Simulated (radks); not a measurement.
Spherical jellium clusters: N electrons in a uniform positive sphere of charge N and radius rs N^(1/3), rs = 3.07 bohr. Calculated with a radial shooting solver with Libxc functionals: non-relativistic Kohn-Sham, LDA (Slater exchange, Perdew-Wang correlation), spin-polarised, spherical densities. Levels are named by radial order and angular momentum (1s, 1p, 1d, 2s, ...), and open shells are averaged over m.

N = 23, configuration 1s2 1p6 1d10 2s2 1f(up 3, down 0). This is the lowest configuration that the search found. Occupied and some empty levels:

level,occupation,eigenvalue (eV),<r> (bohr)
1s up,1,-7.2133,5.406
1s down,1,-7.0662,5.272
1p up,3,-6.0086,6.416
1p down,3,-5.7993,6.349
1d up,5,-4.4959,7.174
1d down,5,-4.2545,7.154
2s up,1,-3.7806,6.110
2s down,1,-3.6476,6.182
1f up,3,-2.7602,7.897
1f down,0,-2.5102,7.926
2p up,0,-1.9805,7.825
2p down,0,-1.8515,7.908
1g up,0,-0.90297,8.803
1g down,0,-0.67058,8.931
2d up,0,-0.53413,10.70
2d down,0,-0.43381,11.04

Energy (eV): total -37.3325, kinetic 64.298, external -1935.5, Hartree 948.69, exchange-correlation -104.04, background 989.26.

Electron density:

r (bohr),n(r) (e/bohr^3)
1.00,0.01040
2.08,0.008891
3.15,0.007820
4.23,0.008016
5.30,0.008846
6.38,0.008657
7.45,0.006509
8.52,0.003505
9.60,0.001411
10.7,0.0004852
11.8,0.0001518
12.8,0.00004585
13.9,0.00001338
